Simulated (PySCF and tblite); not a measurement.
Values are calculated unless marked as measured or tabulated.
C9H10, numbered as in [cH:1]1[cH:2][cH:3][c:4]([CH:5]2[CH2:6][CH2:7]2)[cH:8][cH:9]1.

The ensemble was built from 90 distance-geometry starts (ETKDG and KDG, MMFF94s, GFN2-xTB) and rests on PBE0-D3(BJ)/def2-SVP geometries. Free energies are CAM-B3LYP-D3(BJ)/def2-SVPD (IEF-PCM, chloroform) single points with GFN2-xTB rigid-rotor and vibrational terms (modes under about 100 cm⁻¹ blended into free rotors). Symmetry numbers and mirror images are counted. Conformers within 3 kcal/mol (GFN2-xTB free energy) were kept, 8 at most. Couplings: B3LYP/pcSseg-1 with pcJ-1 on H (gas phase; spin-dipole term only for pairs with B, N, F, Si or P). Couplings are for ¹H. Of two unlike H on one atom, a is the less shielded (WP04/pcSseg-1 (IEF-PCM, chloroform)). (PySCF 2.14, tblite 0.8.)

Torsions listed: C3–C4–C5–C6.

| conformer | shape | weight % |
| --- | --- | --- |
| 1 | -146° | 71.4 |
| 2 | -55° | 28.6 |

(1) Give the couplings in each conformer and the averages at 298.15 K (pairs that fast motion interchanges averaged).

Answers

(1) 
| coupling | pairs | 1 | 2 | average (Hz) |
| --- | --- | --- | --- | --- |
| ³J(H1,H2) | 2 | 8.2 | 8.2 | 8.2 |
| ⁴J(H1,H3) | 2 | 0.7 | 0.8 | 0.8 |
| ⁶J(H1,H5) | 1 | -0.2 | -1.3 | -0.5 |
| ³J(H2,H3) | 2 | 8.7 | 8.6 | 8.7 |
| ⁴J(H2,H9) | 1 | 0.9 | 0.9 | 0.9 |
| ⁴J(H3,H5) | 2 | -0.3 | -1.4 | -0.6 |
| ⁴J(H3,H8) | 1 | 1.6 | 1.4 | 1.6 |
| ³J(H5,H6b) | 2 | 5.3 | 5.8 | 5.4 |
| ³J(H5,H6a) | 2 | 9.7 | 10.0 | 9.8 |
| ²J(H6b,H6a) | 2 | -5.7 | -5.0 | -5.5 |
| ³J(H6b,H7b) | 1 | 10.7 | 10.6 | 10.7 |
| ³J(H6b,H7a) | 2 | 7.0 | 6.0 | 6.7 |
| ³J(H6a,H7a) | 1 | 10.6 | 10.0 | 10.4 |

Only couplings over up to 6 bonds are listed; longer-range ones, if any, are left out.
